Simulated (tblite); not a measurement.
Parent: `[CH3:1][O:2]/[C:3]([C:4]#[N:5])=[CH:6]/[SiH2:7][CH3:8]` with C1–O2–C3–C4 180°, C3–C6–Si7–C8 169°, C5H9NOSi.

Computed geometry: GFN2-xTB, gas phase. One conformer each, not checked by frequencies here.

| coordinate of the parent | value |
| --- | --- |
| C1–O2 | 1.406 Å |
| O2–C3 | 1.363 Å |
| C3–C4 | 1.423 Å |
| C4≡N5 | 1.145 Å |
| C3=C6 | 1.340 Å |
| C6–Si7 | 1.882 Å |
| Si7–C8 | 1.898 Å |
| C1–O2–C3 | 117.6° |
| O2–C3–C4 | 112.1° |
| O2–C3–C6 | 128.4° |
| C4–C3–C6 | 119.5° |
| C3–C4–N5 | 178.8° |
| C3–C6–Si7 | 123.6° |
| C6–Si7–C8 | 105.7° |

How does the shared frame change in `[CH3:1][SiH2:2]/[CH:3]=[C:4](\[C:5]#[N:6])[O:7][CH:8]=[O:9]` with C1–Si2–C3–C4 63°, C3–C4–O7–C8 167°, C4–O7–C8–O9 -2°, C5H7NO2Si? Atoms pair as C1 = C8, O2 = O7, C3 = C4, C4 = C5, N5 = N6, C6 = C3, Si7 = Si2, C8 = C1 (parent first).

```json
{"parent": "C1–O2", "relative": "C8–O7", "value in the relative": "1.327 Å", "change": "-0.079"}
{"parent": "O2–C3", "relative": "O7–C4", "value in the relative": "1.395 Å", "change": "+0.032"}
{"parent": "C3–C4", "relative": "C4–C5", "value in the relative": "1.419 Å", "change": "-0.004"}
{"parent": "C4≡N5", "relative": "C5≡N6", "value in the relative": "1.147 Å", "change": "+0.002"}
{"parent": "C3=C6", "relative": "C4=C3", "value in the relative": "1.335 Å", "change": "-0.005"}
{"parent": "C6–Si7", "relative": "C3–Si2", "value in the relative": "1.893 Å", "change": "+0.011"}
{"parent": "Si7–C8", "relative": "Si2–C1", "value in the relative": "1.895 Å", "change": "-0.003"}
{"parent": "C1–O2–C3", "relative": "C8–O7–C4", "value in the relative": "120.4°", "change": "+2.8"}
{"parent": "O2–C3–C4", "relative": "O7–C4–C5", "value in the relative": "119.8°", "change": "+7.7"}
{"parent": "O2–C3–C6", "relative": "O7–C4–C3", "value in the relative": "119.3°", "change": "-9.1"}
{"parent": "C4–C3–C6", "relative": "C5–C4–C3", "value in the relative": "120.9°", "change": "+1.4"}
{"parent": "C3–C4–N5", "relative": "C4–C5–N6", "value in the relative": "173.2°", "change": "-5.6"}
{"parent": "C3–C6–Si7", "relative": "C4–C3–Si2", "value in the relative": "124.7°", "change": "+1.1"}
{"parent": "C6–Si7–C8", "relative": "C3–Si2–C1", "value in the relative": "109.3°", "change": "+3.6"}
```

Of the parent's bonds, C1–O2 changes most (-0.079 Å). Bonds of the relative outside the shared frame: C8=O9 1.192 Å. Point group C1 → C1.

How does the shared frame change in `[CH3:1][CH2:2][SiH2:3]/[CH:4]=[C:5](\[C:6]#[N:7])[O:8][CH3:9]` with C1–C2–Si3–C4 57°, C2–Si3–C4–C5 70°, C4–C5–O8–C9 -178°, C6H11NOSi? Atoms pair as C1 = C9, O2 = O8, C3 = C5, C4 = C6, N5 = N7, C6 = C4, Si7 = Si3, C8 = C2 (parent first).

```
   parent   relative  value in the relative  change
    C1–O2      C9–O8                1.410 Å  +0.004
    O2–C3      O8–C5                1.365 Å  +0.002
    C3–C4      C5–C6                1.420 Å  -0.003
    C4≡N5      C6≡N7                1.148 Å  +0.003
    C3=C6      C5=C4                1.342 Å  +0.002
   C6–Si7     C4–Si3                1.882 Å   0.000
   Si7–C8     Si3–C2                1.906 Å  +0.008
 C1–O2–C3   C9–O8–C5                 117.3°    -0.3
 O2–C3–C4   O8–C5–C6                 118.9°    +6.8
 O2–C3–C6   O8–C5–C4                 121.2°    -7.2
 C4–C3–C6   C6–C5–C4                 119.9°    +0.4
 C3–C4–N5   C5–C6–N7                 179.6°    +0.8
C3–C6–Si7  C5–C4–Si3                 124.6°    +1.0
C6–Si7–C8  C4–Si3–C2                 109.0°    +3.3
```

Of the parent's bonds, Si7–C8 changes most (+0.008 Å). Bonds of the relative outside the shared frame: C1–C2 1.526 Å. Point group C1 → C1.
